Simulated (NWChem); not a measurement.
System: BeO; SMILES [Be]=[O]

Input file for NWChem:

```
start job
memory heap 200 mb stack 900 mb global 1100 mb
geometry units angstroms noautosym nocenter noautoz
  Be     0.000000     0.000000    -0.884930
  O      0.000000     0.000000     0.453405
end
basis spherical
  * library aug-cc-pvdz
end
dft
  xc xpbe96 cpbe96
  iterations 150
end
tddft
  nroots 6
  notriplet
end
task tddft energy
```

All runs use the structure optimised with PBE0/def2-SVP.

Vertical excitations in the gas phase.

Predict the main results of this run. (PBE/aug-cc-pVDZ, full TDDFT.) Quantities: lowest excitation, singlet (eV); oscillator strength of that lowest state; lowest state with f > 0.02, singlet (eV); oscillator strength of that bright state; orbital gap (eV).


| Quantity | Value |
|---|---|
| lowest excitation, singlet (eV) | 1.33 |
| oscillator strength of that lowest state | 0.010 |
| lowest state with f > 0.02, singlet (eV) | 2.55 |
| oscillator strength of that bright state | 0.029 |
| orbital gap (eV) | 1.30 |
